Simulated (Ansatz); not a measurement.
Ansatz results at the PBE0-D4/def2-TZVP geometry: HOMO energy (B3LYP/def2-TZVPP) -8.02 eV; HOMO energy (ωB97M-V/def2-TZVPP) -10.43 eV; LUMO energy (ωB97M-V/def2-TZVPP) -0.37 eV.

Q: Which molecule gave them?
A. `B/C=C(\F)[SiH3]`
B. `FC1C[SiH2][SiH2]1`
C. `S=C1OCO1`
D. `F[Si]1(F)[CH2][AlH]1`

A: A. The others give `FC1C[SiH2][SiH2]1`: -7.48, -9.72, 1.46; `S=C1OCO1`: -6.98, -9.41, 1.14; `F[Si]1(F)[CH2][AlH]1`: -6.37, -8.50, -0.48.

B3LYP here is the variant with VWN-RPA as its local correlation; programs differ in this.
